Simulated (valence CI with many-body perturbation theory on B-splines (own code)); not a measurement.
**Which ion has this spectrum?**

A relativistic CI+MBPT calculation for an atom or ion with 39 electrons gives these levels (eV):

| J | Parity | E | g |
| --- | --- | --- | --- |
| 3/2 | even | 0.000 | 0.69 |
| 5/2 | even | 15.057 | 1.05 |
| 3/2 | even | 17.473 | 1.21 |
| 7/2 | even | 18.865 | 1.06 |
| 9/2 | even | 19.227 | 1.05 |
| 1/2 | even | 19.434 | 1.86 |
| 5/2 | even | 27.356 | 1.30 |
| 7/2 | even | 33.743 | 1.10 |
| 9/2 | even | 35.422 | 1.14 |
| 3/2 | even | 37.133 | 1.13 |
| 1/2 | even | 38.231 | 1.47 |
| 5/2 | even | 39.080 | 1.25 |
| 11/2 | even | 39.179 | 1.09 |
| 5/2 | even | 41.811 | 1.10 |

The energies are calculated, and their last digits are not significant.

Which is it?
A. Lu32+
B. Ta34+
C. Hf33+
D. W35+

D. W35+, ground level (4d3/2^3) J=3/2.
